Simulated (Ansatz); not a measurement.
Program: Ansatz. Geometries: PBE0-D4/def2-TZVP. ΔE: electronic, gas phase. CCSD(T)/CBS adds triple-zeta CCSD(T) − MP2 to the extrapolated MP2 energy (def2 sets, frozen cores). This one scheme is used for every species. Functionals use def2-TZVPP. Elements past krypton have def2 core potentials. For I outer-core shells are correlated without core-valence functions, which leaves a few kJ/mol of doubt a bond. Each species was taken in one conformer, which may not be the lowest.

`CO[SiH](I)OC` + `C#N` → `CO[SiH](C#N)OC` + HI  (formal exchange of groups at the Si–I bond)

CCSD(T)/CBS gives +14.7 kcal/mol.

(1) Another level gave +14.7 kcal/mol. Which?
A. CCSD(T)/def2-TZVPP
B. HF/def2-TZVPP
C. ωB97M-V/def2-TZVPP
D. PBE0-D4/def2-TZVPP

Largest T1 diagnostic among the species: 0.014.

## Answers

(1) D. PBE0-D4 14.7, HF/def2-TZVPP 10.7, CCSD(T)/def2-TZVPP 12.3, ωB97M-V 13.5 kcal/mol.

In def2-TZVPP, CCSD(T) changes the Hartree–Fock value by +1.5 kcal/mol (the triples alone add +0.5 kcal/mol) and MP2 by +3.8 kcal/mol. The D4 term adds +1.8 kcal/mol with B3LYP and +0.9 kcal/mol with PBE0; it sums over pairs of atoms, weighted by their polarisabilities, and B3LYP, whose exchange is more repulsive, gets the larger term.

B3LYP here is the variant with VWN-RPA as its local correlation; programs differ in this.
